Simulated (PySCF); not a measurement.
Excitation energy of H by level of theory

H 1s1 (2S) → H 2p1 (2P), as a difference of total energies. Calculation: PySCF 2.14, in aug-cc-pVQZ-DK; scalar relativity by spin-free X2C-1e. The calculations carry no spin-orbit coupling.

| method | excitation energy (cm⁻¹) |
| --- | --- |
| UHF | 87560 |
| LDA | 80915 |
| PBE | 83136 |
| PBE0 | 84197 |
| r2SCAN | 84563 |
| LC-wPBE | 86687 |
| wB97X | 85439 |
| PBEsol | 81772 |
| M06-L | 82941 |

The promoted electron is Rydberg-like, and one or two diffuse shells describe it only roughly, which tends to raise the upper state.

For comparison: 82259 cm⁻¹ (measured; NIST levels, between the centres of gravity of the two terms).
